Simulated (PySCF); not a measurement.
Coordinates in bohr (charge -1 multiplicity 1):
```
B     0.0000    0.0000    0.0000
F    -1.5373   -1.5373   -1.5373
F     1.5373    1.5373   -1.5373
F    -1.5373    1.5373    1.5373
F     1.5373   -1.5373    1.5373
```

Computed with PBE0/[B def2-SVPD, F def2-SVPD], no relativity, density fitting, PySCF.

This geometry of [BF4]- is a stationary point at this level.

(1) What is the point group?

(2) Is it a minimum?

(3) List the harmonic modes with their infrared intensities.

(4) What are the dipole moment and the gap between the highest occupied and lowest empty levels?

(5) Give the atomic charges and bond orders.

Answers

(1) Td.

(2) Yes: all harmonic wavenumbers are real.

(3) 
| symmetry | ω (cm⁻¹) | IR (km/mol, summed over degenerate members) |
| --- | --- | --- |
| e | 345 | 0.0 |
| t2 | 510 | 6.1 |
| a1 | 751 | 0.0 |
| t2 | 1080 | 1279 |

(4) 0.00 D about the centre of mass and 9.96 eV.

(5) 
| atom | Mulliken | Löwdin | polar tensor | Mayer order to B1 |
| --- | --- | --- | --- | --- |
| B1 | 1.62 | -0.09 | 1.88 | – |
| F2,3,4,5 | -0.66 | -0.23 | -0.72 | 0.43 |

Only a few start shapes were tried, so a lower isomer may exist. The lowest empty level of this anion is unbound, so it and the gap depend on the basis.
